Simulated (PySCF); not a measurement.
Cd(Cl)(SeH), SMILES [Cl][Cd][SeH] (HCdClSe), singlet (B3LYP/def2-SVP optimised geometry):

```
4

Cd     0.096    -0.726     0.000
Cl     2.406    -0.752     0.000
Se    -2.374    -0.726     0.000
H     -2.406     0.752     0.000
```

Method: PySCF 2.14.0 with B3LYP/def2-TZVP, def2 effective core potentials past Kr.

**Question.** What are the frontier orbital energies and the dipole moment?

**Answer.** HOMO-2 -8.44 eV, HOMO-1 -8.42 eV, HOMO -7.06 eV, LUMO -2.30 eV, LUMO+1 -1.16 eV; dipole moment 1.69 D.

On the same geometry PySCF with PBE/def2-TZVP, def2 effective core potentials past Kr gives HOMO-2 -7.35 eV, HOMO-1 -7.34 eV, HOMO -6.17 eV, LUMO -2.83 eV, LUMO+1 -1.59 eV; dipole moment 1.68 D.
